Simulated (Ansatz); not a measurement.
`C[NH][Al]([Cl])[Cl]` + H–F → `C[NH][Al]([F])[Cl]` + HCl at 298.15 K and 1 bar (ligand exchange at the Al–Cl bond).

Computed with Ansatz on PBE0-D4/def2-TZVP structures; ΔE is electronic, products minus reactants. CBS: MP2 limit from def2 TZ/QZ plus the TZ coupled-cluster correction, frozen cores. This one scheme is used for every species. Each species was taken in one conformer, which may not be the lowest.

```json
{"species": "`C[NH][Al]([Cl])[Cl]`", "CCSD(T)/CBS energy (Eh)": "-1256.91293", "H − E (kJ/mol)": "174.0", "S (J/(mol·K))": "363.0"}
{"species": "H–F", "CCSD(T)/CBS energy (Eh)": "-100.39570", "H − E (kJ/mol)": "33.5", "S (J/(mol·K))": "173.6"}
{"species": "`C[NH][Al]([F])[Cl]`", "CCSD(T)/CBS energy (Eh)": "-896.93383", "H − E (kJ/mol)": "175.7", "S (J/(mol·K))": "352.0"}
{"species": "HCl", "CCSD(T)/CBS energy (Eh)": "-460.38127", "H − E (kJ/mol)": "26.6", "S (J/(mol·K))": "186.8"}
```

H − E and S are ideal-gas, rigid-rotor, harmonic terms from PBE0-D4/def2-TZVP, for one conformer and one mirror image of each species. 1 Eh = 2625.50 kJ/mol, R = 8.31446 J/(mol·K).

Task: By hand: ΔE, ΔH, ΔS and ΔG.

Result: ΔE = (-896.93383) + (-460.38127) − (-1256.91293) − (-100.39570) = -0.00647 Eh = -17.0 kJ/mol. Δ(H − E) = 175.7 + 26.6 − 174.0 − 33.5 = -5.2, so ΔH = -22.2 kJ/mol. ΔS = 352.0 + 186.8 − 363.0 − 173.6 = 2.2 J/(mol·K). ΔG = -22.2 − 298.15 × (2.2)/1000 = -22.9 kJ/mol.

Task: By hand: the equilibrium constant, and the temperature at which ΔG would vanish if ΔH and ΔS stayed fixed.

Result: log₁₀ K = −ΔG/(RT ln 10) = 4.0. ΔH and −TΔS have one sign here, so there is no such temperature.

The number of gas molecules stays the same, so ΔS is small and ΔH decides. A doubt of 5 kJ/mol in ΔE shifts log₁₀ K by 0.9 here. Other conformers and mirror images would add mixing entropy, several J/(mol·K) or more a flexible species. These are equilibria of isolated gas molecules and say nothing of rates. Largest T1 diagnostic: 0.011 (customary marks: 0.02 for closed shells, 0.045 for open ones).

ΔS is within the doubt of such terms, so its sign, and with it that verdict, could turn.
